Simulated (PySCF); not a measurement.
**Simulated absorption spectrum**

Compound: 3-pentyl acetate, C7H14O2.
SMILES: `CCC(CC)OC(C)=O`

Computed, not measured: PySCF 2.14.0, density-fitted response routines, TDDFT CAM-B3LYP/def2-SVPD, vertical, gas phase, core orbitals frozen in the response. Geometry: PBE0-D3(BJ)/def2-SVP, one conformer, isolated molecule. Torsions of this conformer, `[CH3:1][CH2:2][CH:3]([CH2:4][CH3:5])[O:6][C:7]([CH3:8])=[O:9]`: C1–C2–C3–C4 178°, C2–C3–C4–C5 -179°, C2–C3–O6–C7 118°, C3–O6–C7–C8 -179°.

Broadening: Gaussians 0.5 eV wide at half height, area fixed by f = 4.319×10⁻⁹ ∫ε dν̃. The cross-section is σ = 3.8235×10⁻²¹ ε cm², given in Mb (10⁻¹⁸ cm²). The width is an assumption, not a result. The curve ends short of the highest state used, and states not computed would add to its high-energy end.

```tsv
E (eV)	σ (Mb)
5.23	0.00
5.28	0.00
5.34	0.00
5.40	0.00
5.45	0.01
5.51	0.01
5.57	0.02
5.63	0.04
5.68	0.06
5.74	0.08
5.80	0.10
5.85	0.12
5.91	0.14
5.97	0.15
6.02	0.15
6.08	0.13
6.14	0.11
6.19	0.09
6.25	0.07
6.31	0.04
6.36	0.03
6.42	0.02
6.48	0.01
6.53	0.01
6.59	0.00
6.65	0.00
6.71	0.00
6.76	0.00
6.82	0.00
6.88	0.00
6.93	0.00
6.99	0.00
7.05	0.01
7.10	0.01
7.16	0.04
7.22	0.10
7.27	0.19
7.33	0.41
7.39	0.83
7.44	1.42
7.50	2.55
7.56	4.30
7.61	6.36
7.67	9.61
7.73	13.68
7.79	18.31
7.84	22.25
7.90	26.47
7.96	29.47
8.01	30.59
8.07	30.00
8.13	27.45
8.18	24.16
8.24	19.51
8.30	14.82
8.35	11.36
```

Q: Locate the maxima and give the states behind the curve.

A: 207 nm (5.98 eV), ε about 39, made up of S1 (100%); 155 nm (8.02 eV), ε about 8000, made up of S2 (12%) and S3 (88%) (ε in L mol⁻¹ cm⁻¹; maxima over ε = 5, shares over 10%). The states used: S1 5.98 eV (f 0.0007); S2 7.83 eV (f 0.026); S3 8.05 eV (f 0.131); S4 8.37 eV (f 0.0031); S5 8.48 eV (f 0.0024); S6 8.80 eV (f 0.014); S7 8.92 eV (f 0.0008); S8 8.95 eV (f 0.0074); S9 8.95 eV (f 0.0077).

Q: What would ε be at 8.02 eV, the highest of these maxima, with half the width (0.25 eV)?

A: About 14300 L mol⁻¹ cm⁻¹ against 8010, a factor of about 1.8; a lone state at its own centre would give exactly 2.

Q: Does any computed singlet lie in the visible range?

A: No computed singlet lies in the visible range (380 to 750 nm); the lowest, at 207 nm, stands 2.71 eV above its violet end (3.26 eV).

Q: On this curve, what absorbance would a 10⁻³ mol/L sample give at 222 nm over a 1 cm path?

A: 222 nm is 5.585 eV, where ε is about 7 L mol⁻¹ cm⁻¹, so A = ε c l ≈ 0.007 (Beer–Lambert, with the gas-phase spectrum and the assumed width).

The vertical ionisation energy (ΔSCF) is 10.25 eV, 1.29 eV above S9.
